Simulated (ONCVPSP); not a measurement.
# V, ONCV: configuration errors across variants

* Element: V
* Generator: ONCVPSP 4.0.1
* Type: optimised norm-conserving Vanderbilt (ONCV)
* Functional: PBE
* Relativity: scalar-relativistic
* Frozen core: [Ne]
* Valence charge: 13
* Reference configuration: 3s2 3p6 3d3 4s2
* Partial waves: 3s+4s: rc 1.65 bohr, ncon 4, nbas 7, qcut 7 1/bohr, 2 projectors; 3p: rc 1.55 bohr, ncon 4, nbas 9, qcut 8.4 1/bohr, 2 projectors, debl 2.9 Ha; 3d: rc 2.10 bohr, ncon 3, nbas 7, qcut 6.9 1/bohr, 2 projectors, debl 3.2 Ha
* Local potential: polynomial inside 1.40 bohr (lpopt 5, dvloc0 3 Ha)
* Core correction: polynomial model core, fcfact 0.35

All-electron excitation energies from the reference (eV): (1) 3s2 3p6 3d3 4s1 7.735; (2) 3s2 3p6 3d3 4s0 22.031; (3) 3s2 3p6 3d2 4s0 50.928; (4) 3s2 3p6 3d2 4s2 10.974.

1 further variants failed, have other tests or too few solved ones, and are left out.

Errors AE − PS in meV (a dash: test not solved or not reliable):

| change | (1) | (2) | (3) | (4) | bound ghosts | GHOST(+) flags above zero |
| --- | --- | --- | --- | --- | --- | --- |
| base | +0.1 | -4.7 | +140 | +173 | none | none |
| d: qcut 4.7 | -1.8 | -28 | +275 | +332 | none | none |
| p: rc 1.56 | +0.1 | -4.7 | +140 | +173 | none | none |
| all radii but the core radius scaled by about 1.05 (s 1.74, p 1.62, d 2.20 bohr); local potential polynomial inside 1.48 bohr (lpopt 5, dvloc0 3 Ha) | -0.2 | -8.2 | +158 | +194 | none | none |
| d: nproj 1 | 0.0 | -6.1 | +96 | +153 | none | none |
| d: rc 2.28 | -0.3 | -10 | +171 | +211 | none | none |
| s: ncon 5, nbas 8 | +0.3 | -3.9 | +140 | +173 | none | none |

Question: Give the same row for: d: debl 2.15.

Answer: +0.2, -4.2, +146, +175; bound ghosts: none; GHOST(+) flags above zero: none.
